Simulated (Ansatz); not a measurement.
Geometry optimisation, RKS PBE0/6-31G* in Ansatz 0.2.0.

The input (input.yaml):

```yaml
crystal:
  periodic: [false, false, false]
  atoms:
    - { symbol: C, position_ang: [0.648, -1.7874, -0.943] }
    - { symbol: C, position_ang: [1.5304, -1.0686, 0.0329] }
    - { symbol: S, position_ang: [0.6068, -0.3875, 1.4469] }
    - { symbol: Si, position_ang: [-0.0806, 1.4826, 0.752] }
    - { symbol: C, position_ang: [-1.927, 1.2709, 0.3039] }
    - { symbol: F, position_ang: [0.0032, 2.5985, 1.8952] }
    - { symbol: F, position_ang: [0.6927, 1.92, -0.5417] }
    - { symbol: H, position_ang: [-0.0622, -1.0167, -1.4141] }
    - { symbol: H, position_ang: [0.0292, -2.5281, -0.4377] }
    - { symbol: H, position_ang: [1.184, -2.1889, -1.7438] }
    - { symbol: H, position_ang: [2.234, -1.807, 0.436] }
    - { symbol: H, position_ang: [2.1414, -0.2773, -0.4431] }
    - { symbol: H, position_ang: [-2.3997, 2.246, -0.0601] }
    - { symbol: H, position_ang: [-2.0982, 0.5402, -0.4454] }
    - { symbol: H, position_ang: [-2.5239, 0.9526, 1.1913] }
basis:
  gaussian: { orbitals: "6-31G*" }
hamiltonian:
  xc: pbe0
relax:
  f_tol: 0.015
  max_steps: 40
```

Run as:

```bash
$ ansatz run input.yaml --threads 2 --pin off --max-ram 3072MiB --backend cpu --events-out ev --progress --plain --runs-dir out
```

Task: Where does it end, and by what steps?

Result: It converged. After 9 steps the energy has fallen by 0.376 eV; S3 moved furthest, 0.19 Å.

```
step  energy less start (eV)  largest force component (eV/Å)  accepted
   0                  0.0000                           2.626       yes
   1                 -0.3101                           0.810       yes
   2                 -0.3666                           0.286       yes
   3                 -0.3725                           0.091       yes
   4                 -0.3739                           0.036       yes
   5                 -0.3746                           0.046       yes
   6                 -0.3753                           0.035       yes
   7                 -0.3757                           0.027       yes
   8                 -0.3759                           0.016       yes
   9                 -0.3760                           0.013       yes
```

```xyz
15
Properties=species:S:1:pos:R:3
C 0.591 -1.658 -0.948
C 1.556 -1.065 0.062
S 0.758 -0.345 1.557
Si -0.151 1.385 0.734
C -1.947 1.233 0.307
F 0.013 2.571 1.800
F 0.674 1.802 -0.581
H -0.026 -0.882 -1.415
H -0.073 -2.392 -0.480
H 1.149 -2.158 -1.749
H 2.213 -1.839 0.469
H 2.191 -0.302 -0.394
H -2.335 2.181 -0.081
H -2.109 0.457 -0.448
H -2.526 0.962 1.196
```

Whether the end is a true minimum wasn't checked by a vibrational analysis.

The run took 52 s on 2 threads of Intel(R) Xeon(R) Platinum 8488C (Sapphire Rapids), with other jobs on the host, peak memory 0.37 GiB.
